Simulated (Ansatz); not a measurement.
`[NH]=[Nb]([NH2])([OH])[OH]`. Charge 0, multiplicity 1. Correlated methods include outer-core shells of Nb, which these sets cover unevenly. Nb: def2 effective core potential.

```xyz
10

N    -1.295    0.190    1.059
Nb    0.017    0.255   -0.094
N     0.716   -1.593   -0.129
O     1.375    1.480    0.464
O    -0.600    0.778   -1.826
H    -2.063    0.229    1.711
H     1.492   -1.880   -0.710
H     0.371   -2.372    0.407
H     1.471    1.982    1.272
H    -1.485    0.932   -2.155
```

Question: Give the diagnostics of a CCSD(T)/def2-TZVPP run (frozen core, Ansatz 0.2.0). (An estimate is asked.)

Answer: Ansatz gave: T1 = 0.0205, largest single amplitude 0.045, largest double 0.038, (T) share of the correlation energy 4.8 %, 12 CCSD cycles. The RHF solution is stable towards an unrestricted one. T1 lies over the customary mark of 0.02 for closed shells; compounds of d metals often pass it without a breakdown.
